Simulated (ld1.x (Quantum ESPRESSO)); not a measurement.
## What one change does to a pseudopotential (N (Z = 7), TM)

- Element: nitrogen
- Generator: ld1.x (Quantum ESPRESSO) 7.5
- Type: norm-conserving Troullier–Martins (Kleinman–Bylander form)
- Functional: PBEsol
- Relativity: scalar-relativistic
- Frozen core: [He]
- Valence charge: 5
- Reference configuration: 2s2 2p1 (charge +2)
- Partial waves: 2p (bound): rc 2.25 bohr; 3d channel at 0.05 Ry: rc 2.15 bohr; 2s (bound): rc 1.00 bohr
- Local potential: the s channel
- Core correction: Bessel-smoothed model core inside 0.45 bohr

Change: wave 2s (bound): rc 1.00 bohr becomes 2s (bound): rc 0.80 bohr.

Cutoffs: the cutoffs (Ry, on a coarse ladder) from which the occupation-weighted sum of valence levels, in a spherical-Bessel basis at the reference potential, stays within 10 and 1 mRy of its value at 400 Ry; they do not see the model core or the augmentation charge, which bear on the density cutoff. Errors are all-electron minus pseudo energies relative to the spin-unpolarised reference configuration.

Task: How do hardness, ghosts and transferability respond?

Result: The potential gets harder (55 Ry and 140 Ry → 60 Ry and 160 Ry); the errors of the 7 common tests hardly move; neither file shows a bound ghost. A smaller radius makes the pseudo-wave follow the all-electron one further in, where it bends more sharply, so more plane waves are needed.

```tsv
quantity	base	changed
cutoff, loose	55 Ry	60 Ry
cutoff, tight	140 Ry	160 Ry
bound ghosts	none	none
error for 2s2 2p3, meV [ΔE -42.26 eV]	+535	+531
error for 2s2 2p2, meV [ΔE -28.74 eV]	+235	+233
error for 2s2 2p0, meV [ΔE 46.88 eV]	+530	+527
error for 2s0 2p5, meV [ΔE -19.36 eV]	+1243	+1234
error for 2s1 2p3, meV [ΔE -17.02 eV]	+529	+525
error for 2s2 2p3.3, meV [ΔE -43.86 eV]	+583	+578
error for 2s2 2p2.5, meV [ΔE -37.20 eV]	+405	+402
s: phases at 2.45 bohr within 0.05 rad from the reference energy up to (Ry; the scan ends near 5)	to the end of the scan	to the end of the scan
p: phases at 2.45 bohr within 0.05 rad from the reference energy up to (Ry; the scan ends near 5)	-0.7	-0.7
d: phases at 2.45 bohr within 0.05 rad from the reference energy up to (Ry; the scan ends near 5)	3.9	3.9
```
